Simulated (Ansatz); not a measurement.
From C to Sn: the HOMO–LUMO gap

One atom is swapped for its congeners: C2H6Se `CC[SeH]`; GeH2(CH3)(SeH); SnH2(CH3)(SeH). The Si member is missing. All are singlets with charge 0.

Shapes, held fixed at every level: PBE0-D4/def2-TZVP. Flexible molecules stand in one conformer, not always the lowest. Programs: Ansatz 0.2.0. Values in eV.

```json
{"level": "SPW92/def2-TZVPP", "C2H6Se": "4.52", "GeH2(CH3)(SeH)": "4.68", "SnH2(CH3)(SeH)": "4.23"}
{"level": "PBE-D4/def2-TZVPP", "C2H6Se": "4.56", "GeH2(CH3)(SeH)": "4.78", "SnH2(CH3)(SeH)": "4.35"}
{"level": "BHLYP-D4/def2-TZVPP", "C2H6Se": "8.44", "GeH2(CH3)(SeH)": "8.69", "SnH2(CH3)(SeH)": "8.10"}
{"level": "PBE0-D4/def2-TZVPP", "C2H6Se": "6.61", "GeH2(CH3)(SeH)": "6.81", "SnH2(CH3)(SeH)": "6.32"}
{"level": "r2SCAN0-D4/def2-TZVPP", "C2H6Se": "6.99", "GeH2(CH3)(SeH)": "7.15", "SnH2(CH3)(SeH)": "6.66"}
{"level": "wB97X-V/def2-TZVPP", "C2H6Se": "10.98", "GeH2(CH3)(SeH)": "11.15", "SnH2(CH3)(SeH)": "10.50"}
{"level": "wB97M-V/def2-TZVPP", "C2H6Se": "10.58", "GeH2(CH3)(SeH)": "10.80", "SnH2(CH3)(SeH)": "10.09"}
```

At wB97M-V/def2-TZVPP the HOMO–LUMO gap isn't monotonic: it is largest for Ge and smallest for Sn (10.80 and 10.09 eV). Every level shows the same order. For atoms past krypton def2 sets carry core potentials with scalar relativity. Relativity is left out for Ge, Se unless named. Orbital gaps aren't excitation energies, and the LUMO depends on the basis.
